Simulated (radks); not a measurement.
Results of a calculation; reference values are marked as such.
Task: These are the eigenvalues of the occupied orbitals of an atom or ion with whole-number occupations (hartree). Level of theory: Dirac Kohn-Sham, LDA (Slater exchange, Perdew-Wang correlation), spin-unpolarised, spherical densities, finite nucleus; Fermi nuclear charge, rms radius of each element as measured or else 0.836 A^(1/3) + 0.57 fm (a radial shooting solver on a logarithmic mesh with Libxc functionals).

| orbital | eigenvalue |
|---|---|
| 1s1/2 | -1314.165 |
| 2s1/2 | -207.0365 |
| 2p1/2 | -194.9444 |
| 2p3/2 | -182.0157 |
| 3s1/2 | -43.89415 |
| 3p1/2 | -38.83049 |
| 3p3/2 | -36.35385 |
| 3d3/2 | -27.41795 |
| 3d5/2 | -26.89151 |
| 4s1/2 | -9.15284 |
| 4p1/2 | -7.33370 |
| 4p3/2 | -6.82323 |
| 4d3/2 | -3.85784 |
| 4d5/2 | -3.77294 |
| 5s1/2 | -1.98927 |
| 5p1/2 | -1.50875 |
| 5p3/2 | -1.43417 |

Which element is it, and in what charge state? The configuration may be excited. Open shells, if any, fill j = l - 1/2 first.

Result: Z = 55, caesium, charge +3: Cs3+ in [Kr] 4d10 5s2 5p4. The list shows which subshells hold electrons but not how many an open one holds; the 1s level, -1314.2 hartree, gives Z - s = 51.3 by -(Z - s)^2/2, which with screening and relativity narrows Z to a few neighbours, and the depths of the outer levels then fix element, charge and occupations together.
